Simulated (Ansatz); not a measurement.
```yaml
crystal:
  periodic: [false, false, false]
  atoms:
    - {symbol: C, position_ang: [0.040297, -1.549731, 0.456706]}
    - {symbol: C, position_ang: [-0.872419, -0.603719, 0.220427]}
    - {symbol: B, position_ang: [-0.527478, 0.873194, -0.095810]}
    - {symbol: C, position_ang: [0.912740, 1.378317, -0.245852]}
    - {symbol: Se, position_ang: [1.243750, 1.281843, -1.973988]}
    - {symbol: H, position_ang: [-0.232640, -2.571409, 0.704083]}
    - {symbol: H, position_ang: [1.104832, -1.340943, 0.396125]}
    - {symbol: H, position_ang: [-1.920903, -0.887916, 0.286372]}
    - {symbol: H, position_ang: [-1.401099, 1.686701, -0.214717]}
    - {symbol: H, position_ang: [1.652910, 1.733652, 0.466644]}
basis:
  gaussian: {orbitals: ANO-RCC-VTZP}
magnetization: {spin_polarized: true, initial_magnetization: 6}
hamiltonian: {xc: {name: r2SCAN50}, dispersion: d4}
output: {forces: true}
```

```sh
$ ansatz run in.yaml --threads 4 --pin off --events-out ev --progress --plain --max-ram 10444MiB
```

It prints (some lines left out):

```
Functional definition: r2SCAN50
1870 factors; their error is unknown
mean field evaluation 1: about -69956.6993 eV, gradient 4.8e1 eV
mean field evaluation 2: about -69853.0758 eV, gradient 1.1e2 eV
mean field evaluation 4: about -69973.8006 eV, gradient 9.9e0 eV
mean field evaluation 8: about -69974.6953 eV, gradient 5.3e-1 eV
mean field evaluation 16: about -69975.1380 eV, gradient 5.6e-2 eV
mean field evaluation 32: about -69975.1394 eV, gradient 6.0e-4 eV
mean field -69975.13941025 eV, -2571.5389424735 hartree, gradient 1.6e-6 eV, S^2 12.029326; 4 other end points of the search recorded, 0 dependent functions left out
reference -69975.13943142 eV, -2571.5389432517 hartree; 34, 28 occupied and 199, 205 virtual orbitals, 1870 factors
Total energy: -69975.21654262 eV, -2571.5417770358 hartree
Relativity: scalar
Atom 0 at     0.040297    -1.549731     0.456706 Å, force     6.230919    -6.558533     1.753534 eV/Å
Atom 1 at    -0.872419    -0.603719     0.220427 Å, force    -6.646216     5.012882    -1.614838 eV/Å
Atom 2 at    -0.527478     0.873194    -0.095810 Å, force    -0.068745     1.021699     1.674475 eV/Å
Atom 3 at     0.912740     1.378317    -0.245852 Å, force    -1.626449     0.136658     5.174642 eV/Å
Atom 4 at     1.243750     1.281843    -1.973988 Å, force     2.175195    -0.014479    -6.334865 eV/Å
Atom 5 at    -0.232640    -2.571409     0.704083 Å, force     0.238624     0.381025    -0.074792 eV/Å
Atom 6 at     1.104832    -1.340943     0.396125 Å, force    -0.387021    -0.186925     0.068055 eV/Å
Atom 7 at    -1.920903    -0.887916     0.286372 Å, force     0.391434     0.174449    -0.167435 eV/Å
Atom 8 at    -1.401099     1.686701    -0.214717 Å, force     0.014813     0.159975    -0.132040 eV/Å
Atom 9 at     1.652910     1.733652     0.466644 Å, force    -0.322554    -0.126751    -0.346736 eV/Å
Dipole moment:     0.379588     0.003673    -0.105158 e Å
```

What is wrong with this run?

The spin is set far too high for this molecule. The run converged. The result belongs to that input, not to the molecule as meant.
